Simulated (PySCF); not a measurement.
CH3AlCl, SMILES [CH3][Al+][Cl], charge +1. Heavy atoms are numbered as in [Al+:1]([CH3:2])[Cl:6]. Hydrogens are named by the atom that carries them.

Geometry: B3LYP-D3(BJ)/def2-TZVP. The spin state was assumed, not searched. The isomer is the one that the SMILES or the coordinates give; other isomers of the formula were not compared.

The numbers are results of B3LYP/pcSseg-2 in PySCF, not measurements.

GIAO shieldings, no solvent; atoms alike by connectivity are averaged. δ = σ(ref) − σ: ¹³C against TMS (σ = 181.3 ppm); ¹H against TMS (σ = 31.68 ppm); ³⁵Cl against HCl (σ = 930.0 ppm), references at their B3LYP-D3(BJ)/def2-TZVP geometries, non-relativistic (without spin–orbit terms, shifts of atoms bonded to Cl or Br come out too high).

Computed chemical shifts:
```
nucleus     atoms  count  δ (ppm)
-------  --------  -----  -------
¹³C      C2 (CH3)      1     -4.9
¹H        H on C2      3     1.80
³⁵Cl          Cl6      1    107.8
```
